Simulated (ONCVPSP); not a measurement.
## How hard is this hydrogen (H) ONCV potential?

* Element: hydrogen (H)
* Generator: ONCVPSP 4.0.1
* Type: optimised norm-conserving Vanderbilt (ONCV)
* Functional: LDA (Perdew-Wang 92)
* Relativity: scalar-relativistic
* Frozen core: none
* Valence charge: 1
* Reference configuration: 1s1
* Partial waves: 1s: rc 0.95 bohr, ncon 4, nbas 7, qcut 8.9 1/bohr, local; p scattering state at 0.02 Ha: rc 0.95 bohr, ncon 4, nbas 8, qcut 9.5 1/bohr, 1 projector
* Local potential: the s channel
* Core correction: none

Problem. For each optimised wave give the share of its norm inside rc, the residual kinetic energy above qcut (Ha) and the cutoffs (Ha) for errors of 10, 1, 0.1 and 0.01 mHa per electron.

Solution.

| wave | norm inside rc | residual KE | 10 mHa | 1 mHa | 0.1 mHa | 0.01 mHa |
| --- | --- | --- | --- | --- | --- | --- |
| 1s | 0.257 | 1.4e-05 | 9.2 | 20.6 | 31.1 | 43.0 |
| p projector 1 | 0.000 | 1.7e-09 | 0.1 | 0.6 | 2.0 | 5.8 |

The occupied waves need 21 Ha and 31 Ha for 1 and 0.1 mHa. Rows with under 1 % of the norm inside rc give no meaningful cutoff.
